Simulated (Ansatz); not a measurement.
Mulliken charges of C₂H₆FGa, SMILES `[CH3][GaH][CH2]F` from PBE/def2-TZVPP in Ansatz (PBE0-D4/def2-TZVP geometry).

```tsv
atom	x (Å)	y (Å)	z (Å)	charge (e)
C1	-1.111	0.550	-1.199	-0.372
Ga2	-0.517	-0.365	0.431	0.211
C3	1.407	-0.357	0.950	-0.048
F4	2.188	0.351	0.035	-0.221
H5	-1.606	-0.156	-1.871	0.096
H6	-1.846	1.321	-0.952	0.096
H7	-0.276	1.013	-1.724	0.115
H8	-1.515	-1.131	1.382	-0.048
H9	1.807	-1.376	1.014	0.085
H10	1.552	0.098	1.937	0.085
```

Task: By hand: the dipole of these point charges (1 e Å = 4.8032 D).

Result: Σ q r = (-0.252, -0.168, 0.199) e Å, of length 0.362 e Å = 1.74 D.

Task: How does the dipole of the full density compare? (An estimate is asked.)

Result: Ansatz gave: (-0.180, -0.085, 0.087) e Å, 1.04 D; the point charges give 1.67 times that, at 12° from its direction.

Point charges leave out the atoms' own dipoles, such as those of lone pairs, and Mulliken's split depends on the basis, so the two needn't agree.
